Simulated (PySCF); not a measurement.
C₂H₆BeIN, SMILES C[N](C)[Be][I].

The structure is a stationary point at PBE0-D3(BJ)/def2-SVP. The structure was generated by enumeration; whether it is a known compound was not checked. The def2 effective core potentials stand for the cores of I; spin–orbit coupling is left out. Other conformers were not sampled.

Computed with PBE0-D3(BJ)/def2-SVP run with PySCF 2.14.0.

Frequencies are harmonic and unscaled.

```tsv
mode	ν (cm⁻¹)	IR (km/mol)	moving atoms (share of kinetic energy)
1	78	0.5	C 44 %, H 23 %, Be 18 %, N 11 %
2	128	0.0	H 39 %, Be 33 %, N 20 %
3	231	2.8	C 46 %, I 26 %, H 18 %, N 8 %
4	234	0.0	H 97 %
5	242	0.6	H 71 %, Be 26 %
6	358	31.0	N 45 %, Be 35 %, H 19 %
7	363	23.4	Be 76 %, C 11 %
8	436	4.2	H 34 %, C 31 %, N 24 %, Be 9 %
9	941	1.7	C 47 %, Be 24 %, H 18 %, N 11 %
10	1089	2.1	H 75 %, C 24 %
11	1102	0.0	H 81 %, C 19 %
12	1142	189.7	H 50 %, Be 30 %, C 20 %
13	1166	1.2	H 68 %, C 20 %, N 12 %
14	1245	72.6	N 58 %, C 32 %, H 9 %
15	1411	274.4	H 32 %, N 32 %, Be 22 %, C 14 %
16	1429	2.2	H 86 %, C 14 %
17	1447	0.0	H 97 %
18	1454	12.4	H 97 %
19	1459	4.7	H 83 %, C 16 %
20	1478	17.0	H 96 %
21	1519	94.1	H 75 %, N 17 %
22	2990	55.6	H 97 %
23	2994	124.2	H 97 %
24	3051	79.8	H 91 %, C 9 %
25	3060	0.0	H 90 %, C 10 %
26	3127	13.6	H 91 %, C 9 %
27	3127	30.5	H 91 %, C 9 %
```
